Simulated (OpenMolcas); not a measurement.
# What dynamic correlation does to the levels of In2+

```
Program             : OpenMolcas 26.06
Basis               : ANO-R1 [6s5p3d1f]
Scalar Hamiltonian  : X2C, finite nucleus
Active space        : 1 electron in 4 orbitals (5s 5p)
State averaging     : 2S+1 = 2 even, 1 root; 2S+1 = 2 odd, 3 roots
Spin-orbit coupling : state interaction with AMFI integrals over the reference wave functions, term energies averaged over their components
```

Methods on the same reference wave functions:
A. CASSCF
B. SS-CASPT2, IPEA 0.25 Eh, imaginary shift 0.1 Eh (closed shells correlated: 4d)

Energies in cm-1 above 5s 2S 1/2, the measured ground level; measured values from Moore, Atomic Energy Levels, vol. III, NSRDS-NBS 35 (1971 reprint of NBS Circular 467, 1958).

```csv
Level,A,B,Measured
5s 2S 1/2,0.0,0.0,0.0
5p 2P* 1/2,55986,57978,57181
5p 2P* 3/2,60136,62129,61523
```

Deviations, from unrounded energies. A percentage is the sum of absolute deviations over the sum of measured energies, with the sign that they share, or ± where signs differ.

| Against measurement | Levels | A | B |
| --- | --- | --- | --- |
| mean absolute deviation (cm-1) | 2 | 1300 | 700 |
| other configurations (%) | 2 | -2.2 | +1.2 |

B lies closest to measurement on these levels. The largest miss of B in the table is 5p 2P* 1/2, by +800 cm-1. The ranking rests on the paired levels alone, and a cruder setting can come out closer through cancelling errors.

The lowest spin-free term lies below A's lowest term by 0.321 hartree in B.

With one active electron the reference holds no correlation, so core polarisation is missing (holds for A). With one active electron, CASPT2 adds the correlation within the correlated inactive shells and between them and that electron, and leaves the splitting within a term as the reference gives it (holds for B). Computed and measured levels are paired by configuration, term and J; levels that our copy of the source lacks, or whose pairing is in doubt (as where it misses far off the trend of its configuration), stay unpaired and out of the deviations. Levels of configurations outside the active space are missing.

* marks odd parity.
